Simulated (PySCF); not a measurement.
C₃H₆O₂Si, SMILES C=C1OC([SiH3])O1.

Geometry optimised at PBE0-D3(BJ)/def2-SVP. This is a generated structure with no PubChem entry under its InChIKey; it may be hypothetical.

Method: SMD-ωB97X/6-31G* (PySCF).

Solvation free energies are E(SMD) − E(gas) at the gas-phase geometry, for 1 M in both phases. In vacuum the dipole moment is 1.65 D.

| solvent | ΔG(solv) (kcal/mol) | its non-electrostatic (CDS) part | dipole (D) |
|---|---|---|---|
| water | -0.9 | 4.6 | 2.16 |
| chlorobenzene | -3.5 | -0.6 | 2.04 |
| toluene | -2.7 | -1.0 | 1.88 |
